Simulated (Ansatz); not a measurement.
Basis sets compared for N-butylpyridinium (C₉H₁₄N⁺). Charge 1, multiplicity 1. Geometry PBE-D4/def2-SVP. Ansatz on 4 threads of Arm Neoverse V1 on a shared host; times are rough, and most runs start from earlier orbitals.

```xyz
24

C     3.055   -1.523   -1.714
C     2.188   -1.585   -0.455
C     1.034   -0.576   -0.485
C     0.179   -0.650    0.783
N    -0.944    0.326    0.759
C    -0.749    1.586    1.231
C    -1.762    2.539    1.157
C    -2.995    2.189    0.584
C    -3.176    0.884    0.100
C    -2.130   -0.031    0.198
H     2.463   -1.743   -2.626
H     3.878   -2.262   -1.664
H     3.514   -0.521   -1.843
H     1.775   -2.610   -0.331
H     2.815   -1.398    0.445
H     0.390   -0.761   -1.373
H     1.434    0.456   -0.597
H    -0.265   -1.656    0.913
H     0.779   -0.434    1.689
H     0.237    1.797    1.668
H    -1.577    3.548    1.552
H    -3.809    2.926    0.520
H    -4.126    0.565   -0.352
H    -2.209   -1.067   -0.160
```

| level | functions | energy (Eh) | HOMO (eV) | LUMO (eV) | wall time |
| --- | --- | --- | --- | --- | --- |
| PBE-D4/def2-SVP | 210 | -405.1043 | -11.02 | -7.42 | 3.4 s |
| PBE0-D4/def2-SVP | 210 | -405.1563 | -12.44 | -6.56 | 5.5 s |

Task: Estimate the rows for PBE-D4/def2-TZVP, PBE0-D4/def2-TZVP (with forces).

Result: 
| level | functions | energy (Eh) | HOMO (eV) | LUMO (eV) | wall time |
| --- | --- | --- | --- | --- | --- |
| PBE-D4/def2-TZVP | 394 | -405.5338 | -11.08 | -7.38 | 8 s |
| PBE0-D4/def2-TZVP (with forces) | 394 | -405.5797 | -12.46 | -6.51 | 27 s |
